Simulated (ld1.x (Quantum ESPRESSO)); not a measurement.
Reading a pseudo-wave (sulfur (S))

Columns: radius, all-electron u(r) and pseudo u(r) of the 3p shell (level -28.08 eV) of sulfur in the configuration [Ne] 3s2 3p2; LDA (PZ), scalar-relativistic, TM scheme, ld1.x (Quantum ESPRESSO) 7.5.

```json
{"r (bohr)": "0.088", "all-electron": "0.1633", "pseudo": "-0.0069"}
{"r (bohr)": "0.175", "all-electron": "0.3365", "pseudo": "-0.0273"}
{"r (bohr)": "0.262", "all-electron": "0.3915", "pseudo": "-0.0604"}
{"r (bohr)": "0.350", "all-electron": "0.3433", "pseudo": "-0.1059"}
{"r (bohr)": "0.438", "all-electron": "0.2301", "pseudo": "-0.1622"}
{"r (bohr)": "0.525", "all-electron": "0.0866", "pseudo": "-0.2267"}
{"r (bohr)": "0.612", "all-electron": "-0.0662", "pseudo": "-0.2980"}
{"r (bohr)": "0.700", "all-electron": "-0.2160", "pseudo": "-0.3746"}
{"r (bohr)": "0.788", "all-electron": "-0.3526", "pseudo": "-0.4526"}
{"r (bohr)": "0.875", "all-electron": "-0.4703", "pseudo": "-0.5282"}
{"r (bohr)": "0.962", "all-electron": "-0.5691", "pseudo": "-0.5991"}
{"r (bohr)": "1.050", "all-electron": "-0.6497", "pseudo": "-0.6631"}
{"r (bohr)": "1.138", "all-electron": "-0.7119", "pseudo": "-0.7167"}
{"r (bohr)": "1.225", "all-electron": "-0.7566", "pseudo": "-0.7578"}
{"r (bohr)": "1.312", "all-electron": "-0.7863", "pseudo": "-0.7864"}
{"r (bohr)": "1.400", "all-electron": "-0.8030", "pseudo": "-0.8030"}
{"r (bohr)": "1.487", "all-electron": "-0.8082", "pseudo": "-0.8082"}
{"r (bohr)": "1.575", "all-electron": "-0.8038", "pseudo": "-0.8038"}
{"r (bohr)": "1.662", "all-electron": "-0.7916", "pseudo": "-0.7916"}
{"r (bohr)": "1.750", "all-electron": "-0.7728", "pseudo": "-0.7728"}
{"r (bohr)": "1.838", "all-electron": "-0.7489", "pseudo": "-0.7489"}
{"r (bohr)": "1.925", "all-electron": "-0.7214", "pseudo": "-0.7214"}
{"r (bohr)": "2.012", "all-electron": "-0.6910", "pseudo": "-0.6910"}
{"r (bohr)": "2.100", "all-electron": "-0.6584", "pseudo": "-0.6584"}
{"r (bohr)": "2.188", "all-electron": "-0.6245", "pseudo": "-0.6245"}
{"r (bohr)": "2.275", "all-electron": "-0.5904", "pseudo": "-0.5904"}
```

Task: How many radial nodes do the two functions have?

Result: The all-electron 3p function has n − l − 1 = 1; the pseudo-wave has 0, since the states of the same l below it are removed with the core.

Task: At about which radius was the pseudo-wave matched?

Result: 1.65 bohr. The columns agree to 0.0005 from 1.31 bohr on; several derivatives are matched, so the curves merge somewhat inside the radius.

Task: Is the pseudo-wave norm-conserving?

Result: Yes: the TM scheme keeps the norm inside the radius equal to the all-electron one, which fixes the energy derivative of the logarithmic derivative at the level.
